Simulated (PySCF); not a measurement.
## Working out the excitation energy of Si²⁺

Si²⁺ [Ne] 3s2 (1S) → Si²⁺ [Ne] 3d2 (3F). Computed with PySCF 2.14 in aug-cc-pV(D+d)Z (5s4p3d, 32 functions), with the non-relativistic Hamiltonian (point nucleus). Frozen: [Ne]. Energies in hartree (1 hartree = 27.21139 eV):

| part | Si²⁺ (lower) | Si²⁺ (upper) |
| --- | --- | --- |
| UHF | -287.988390 | -286.671248 |
| MP2 opposite-spin | -0.029147 | 0.000000 |
| MP2 same-spin | 0.000000 | -0.000646 |

What does Hartree-Fock give?

(-286.671248) − (-287.988390) = 1.317142 hartree = 35.841 eV.

What do MP2 and SCS-MP2 (6/5 opposite-spin, 1/3 same-spin) give?

The opposite-spin parts differ by 0.793 eV and the same-spin parts by -0.018 eV. MP2: 35.841 + (0.793) + (-0.018) = 36.616 eV. SCS-MP2: 35.841 + 1.2 × (0.793) + (-0.018)/3 = 36.787 eV.

The upper state lies above the first ionisation limit, where it may autoionise and the basis confines it.
